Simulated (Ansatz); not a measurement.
Molecule: TiO, charge 0, multiplicity 3. SMILES: [Ti]=[O]

Atoms: Ti1, O2. Bonds: Ti1-O2.

Bond lengths (Å) and angles (degrees) optimised at HF/3-21G with Ansatz (a first-principles code); HF/6-31G* with LANL2DZ past Ar with Ansatz; B3LYP/LANL2DZ with Ansatz; MP2/6-31G* with LANL2DZ past Ar with Ansatz, each started from the B3LYP-D3(BJ)/def2-TZVP structure (Ansatz) of the last column. A row stands for all coordinates that are equal there. 6-31G* holds six Cartesian d functions.

```
coordinate  HF/3-21G  HF/6-31G* with LANL2DZ past Ar  B3LYP/LANL2DZ  MP2/6-31G* with LANL2DZ past Ar  B3LYP-D3(BJ)/def2-TZVP
----------  --------  ------------------------------  -------------  -------------------------------  ----------------------
Ti1-O2         1.619                           1.612          1.634                            1.604                   1.612
```

Mean signed difference of all 1 bond lengths from B3LYP-D3(BJ)/def2-TZVP: HF/3-21G 0.007 Å, HF/6-31G* with LANL2DZ past Ar -0.001 Å, B3LYP/LANL2DZ 0.021 Å, MP2/6-31G* with LANL2DZ past Ar -0.008 Å.
